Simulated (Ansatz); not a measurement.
**GaHCl2O (SMILES [OH][Ga]([Cl])[Cl]): methods side by side**

GaHCl2O has 5 atoms, charge 0, and is taken as a singlet. As SMILES, `[OH][Ga]([Cl])[Cl]`. Geometry: optimised at PBE0/def2-SVP.

```xyz
5

O     0.2542    1.3550    0.2457
Ga    0.1171   -0.3940    0.0554
Cl    1.5060   -1.6389    1.0623
Cl   -1.4141   -1.2449   -1.1609
H    -0.4133    1.8492   -0.2438
```

Quantity: the adiabatic ionisation energy (to the doublet cation, shapes relaxed at PBE0/def2-SVP, no zero-point term), in eV. The values are calculated.

```json
{"level": "HF/def2-SVP", "kind": "Hartree–Fock", "program": "Ansatz", "value (eV)": "10.22", "less CCSD(T)/def2-SVP": "-0.68", "CPU time (all runs)": "20 s"}
{"level": "SVWN5/def2-SVP", "kind": "LDA", "program": "Ansatz", "value (eV)": "10.83", "less CCSD(T)/def2-SVP": "-0.07", "CPU time (all runs)": "7.6 s"}
{"level": "PBE/def2-SVP", "kind": "GGA", "program": "Ansatz", "value (eV)": "10.61", "less CCSD(T)/def2-SVP": "-0.29", "CPU time (all runs)": "15 s"}
{"level": "PBE0-D4/def2-SVP", "kind": "global hybrid", "program": "Ansatz", "value (eV)": "10.96", "less CCSD(T)/def2-SVP": "+0.06", "CPU time (all runs)": "17 s"}
{"level": "CAM-B3LYP/def2-SVP", "kind": "range-separated hybrid", "program": "Ansatz", "value (eV)": "11.09", "less CCSD(T)/def2-SVP": "+0.19", "CPU time (all runs)": "20 s"}
{"level": "B2PLYP/def2-SVP", "kind": "double hybrid", "program": "Ansatz", "value (eV)": "10.98", "less CCSD(T)/def2-SVP": "+0.08", "CPU time (all runs)": "30 s"}
{"level": "RPA@PBE/def2-SVP", "kind": "RPA", "program": "Ansatz", "value (eV)": "10.53", "less CCSD(T)/def2-SVP": "-0.37", "CPU time (all runs)": "29 s"}
{"level": "MP2/def2-SVP", "kind": "perturbation theory", "program": "Ansatz", "value (eV)": "11.41", "less CCSD(T)/def2-SVP": "+0.51", "CPU time (all runs)": "17 s"}
{"level": "CCSD(T)/def2-SVP", "kind": "coupled cluster or CI", "program": "Ansatz", "value (eV)": "10.90", "less CCSD(T)/def2-SVP": "0.00", "CPU time (all runs)": "76 s"}
```

Differences are taken from CCSD(T)/def2-SVP for orientation; it has basis-set and higher-order errors of its own. All-electron rows without a relativistic Hamiltonian named are non-relativistic. The values span 10.22 to 11.41 eV. In the correlated wave-function rows the outer d shell of Ga is correlated, in sets not made for it. CPU times are rough (shared hosts, several kinds of processor): they show what a rung costs within a factor of a few.
